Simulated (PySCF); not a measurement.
## TeC⁺: one state, many levels of theory

State: ²Σ⁺ (doublet), unpaired electrons σ ↑. Set-up: PySCF, spin-free X2C with a Gaussian nucleus, basis sets Te x2c-SVPall, C x2c-SVPall. De refers to Te⁺ + C in their high-spin ground configurations, without counterpoise correction. The functionals are run spin-unrestricted. A positive dipole points towards C; it is taken about the centre of mass and depends on that origin. Levels whose curve was spin-contaminated or gave no clean fit are not listed.

```
       Level  Re (Å)  ωe (cm⁻¹)  De (eV)  μ (D)
        ROHF   1.799       1067   -0.250   0.44
    ROHF-MP2   1.865        933     3.22    n/a
ROHF-SCS-MP2   1.862        934     2.97    n/a
   ROHF-CCSD   1.847        953     2.55    n/a
ROHF-CCSD(T)   1.867        894     2.99    n/a
         LDA   1.838        943     5.07   0.19
         PBE   1.854        911     4.12   0.15
      PBEsol   1.847        926     4.45   0.20
```

(1) Which functional lies closest to ROHF-CCSD(T) in De, which farthest, and by how much do they differ from it?

(2) What does the gradient correction do here, going from LDA to PBE?

(3) What does second-order correlation do here, going from ROHF to ROHF-MP2?

Correlated steps freeze 19 core orbitals. Correlated levels converge slowly with the basis: in double zeta they bind strong bonds too weakly, by up to about 1 eV, and carry superposition errors of some tenths. Spin–orbit coupling is left out, which matters for elements this heavy, above all for dissociation energies. For an ion De counts to the pair picked by the measured ionisation energies or electron affinities, which need not be the lowest pair at this level. UHF is strongly spin-contaminated for TeC⁺, so the ROHF reference used there is far from stable. A negative De means that the minimum lies above the separated atoms at that level. The state is the lowest determinant that a PBE0 search found; another state may lie lower at other levels.

## Answers

(1) Closest is PBE (-1.3 pm in Re, +1.9 % in ωe, +1.13 eV in De against ROHF-CCSD(T) in the same basis), farthest LDA (-2.9 pm in Re, +5.5 % in ωe, +2.08 eV in De). CCSD(T) converges more slowly with the basis than the functionals do and binds too weakly in this one, so the order can change at the basis-set limit.

(2) PBE less LDA: +1.6 pm in Re, -3.4 % in ωe, -0.95 eV in De. The gradient correction favours the more uneven density of free atoms, so it tends to lengthen bonds and takes away much of the overbinding of LDA; so it does here.

(3) ROHF-MP2 less ROHF: +6.6 pm in Re, -12.6 % in ωe, +3.47 eV in De. Correlation nearly always deepens the well. The bond lengthens, as in strong covalent bonds, where excitations into antibonding orbitals dominate.
